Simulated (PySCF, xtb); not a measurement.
SiH₂Cl₂, SMILES [SiH2](Cl)Cl.

xtb with GFN2-xTB at its own geometry gives an orbital gap of 6.08 eV and a dipole moment of 1.63 D.

Geometry optimised at B3LYP-D3(BJ)/def2-TZVP. The isomer is the one that the SMILES or the coordinates give; other isomers of the formula were not compared.

What does PySCF with CAM-B3LYP/def2-TZVPD give? (An estimate is asked for; the answer gives what the named calculation found.)

gap 11.05 eV (levels -10.53 and 0.51 eV), dipole 1.30 D.
